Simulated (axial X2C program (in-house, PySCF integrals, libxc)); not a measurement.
**Density and ELF of ZrF**

All values were computed with an axial X2C code built on PySCF integrals. Two-component (2c) means X2C with spin–orbit coupling and atomic mean-field two-electron Coulomb and Gaunt terms. Basis: Zr dyall-cv3z [11s12p9d6f3g], F dyall-av3z [7s6p3d2f] (cores contracted in-house); Gaussian nuclei, density fitting, unrestricted open shells. Masses: Zr 89.905 u, F 18.998 u.

PBE0, with spin–orbit coupling, state Ω = 3/2 (⟨Sz⟩ = 1.50, ⟨Lz⟩ = 0.00 at PBE0); Zr at z = 0, F at z = 1.885 Å.

The maps cover the half plane through the axis: z from -2.4 to 4.2 Å along the bond, ρ from 0.15 to 2.25 Å away from it.

log10 of the density in e/bohr³:

```
 ρ\z  -2.4  -1.8  -1.2  -0.6   0.0   0.6   1.2   1.8   2.4   3.0   3.6   4.2
0.15  -3.1  -2.7  -1.7  -0.3   1.6  -0.3  -0.7   0.5  -0.4  -1.8  -3.1  -4.2
0.45  -3.2  -2.7  -1.8  -0.5   0.0  -0.6  -0.9  -0.2  -0.8  -2.0  -3.2  -4.3
0.75  -3.2  -2.7  -2.1  -1.0  -0.5  -1.0  -1.3  -0.9  -1.3  -2.3  -3.4  -4.4
1.05  -3.2  -2.8  -2.2  -1.5  -1.1  -1.5  -1.8  -1.6  -1.9  -2.7  -3.6  -4.6
1.35  -3.3  -2.9  -2.4  -1.8  -1.6  -1.9  -2.2  -2.2  -2.5  -3.1  -3.9  -4.9
1.65  -3.4  -3.0  -2.5  -2.1  -2.0  -2.2  -2.6  -2.7  -3.0  -3.6  -4.3  -5.1
1.95  -3.6  -3.1  -2.7  -2.4  -2.3  -2.5  -2.9  -3.2  -3.5  -4.0  -4.6  -5.5
2.25  -3.8  -3.3  -2.9  -2.7  -2.6  -2.8  -3.1  -3.5  -3.9  -4.4  -5.0  -5.8
```

Electron localisation function (collinear form, no current term, damped to 0 at low density):

```
 ρ\z  -2.4  -1.8  -1.2  -0.6   0.0   0.6   1.2   1.8   2.4   3.0   3.6   4.2
0.15  0.64  0.08  0.27  0.80  0.44  0.71  0.65  0.13  0.87  0.46  0.05  0.00
0.45  0.54  0.10  0.10  0.78  0.21  0.69  0.54  0.84  0.82  0.39  0.04  0.00
0.75  0.42  0.14  0.05  0.49  0.81  0.40  0.33  0.77  0.68  0.26  0.02  0.00
1.05  0.33  0.23  0.10  0.31  0.62  0.21  0.14  0.52  0.41  0.13  0.01  0.00
1.35  0.24  0.33  0.29  0.42  0.55  0.25  0.08  0.22  0.17  0.04  0.00  0.00
1.65  0.16  0.37  0.47  0.59  0.62  0.35  0.07  0.06  0.04  0.01  0.00  0.00
1.95  0.09  0.34  0.54  0.66  0.66  0.43  0.10  0.02  0.01  0.00  0.00  0.00
2.25  0.04  0.24  0.50  0.64  0.63  0.43  0.10  0.01  0.00  0.00  0.00  0.00
```

Axial spin density in 10⁻³ e/bohr³:

```
 ρ\z  -2.4  -1.8  -1.2  -0.6    0.0   0.6  1.2    1.8   2.4   3.0  3.6  4.2
0.15   0.7   1.2   0.0  23.1  300.3   8.0  0.8  -17.3  -1.9  -0.1  0.0  0.0
0.45   0.7   1.3   0.9  10.7   43.6   7.2  0.8   -4.3  -0.9  -0.1  0.0  0.0
0.75   0.6   1.5   2.8  16.7   68.3  15.2  1.6   -0.3  -0.2   0.0  0.0  0.0
1.05   0.6   1.5   4.1  16.7   39.1  14.2  2.1    0.3   0.0   0.0  0.0  0.0
1.35   0.5   1.3   4.0  12.0   20.0   9.5  2.0    0.4   0.1   0.0  0.0  0.0
1.65   0.4   1.1   3.0   7.3   10.1   5.6  1.5    0.3   0.1   0.0  0.0  0.0
1.95   0.3   0.8   2.0   4.1    5.1   3.1  1.0    0.2   0.1   0.0  0.0  0.0
2.25   0.2   0.5   1.2   2.2    2.5   1.6  0.6    0.2   0.0   0.0  0.0  0.0
```

Occupations by symmetry block were frozen at the best pattern of an incomplete PBE0 search. Density functionals use the spin component along the axis (collinear). Other states lie close and PBE0, whose exact exchange favours high spin, may order them wrongly; the determinant shown need not be the ground state. The nearest other 2c determinant of the search, Ω = 3/2, lies 0.26 eV up at the distance of the search. With several unpaired electrons one determinant need not be a pure state. This is the top spin component of a Σ state; components of lower Ω are not single determinants and can lie lower.
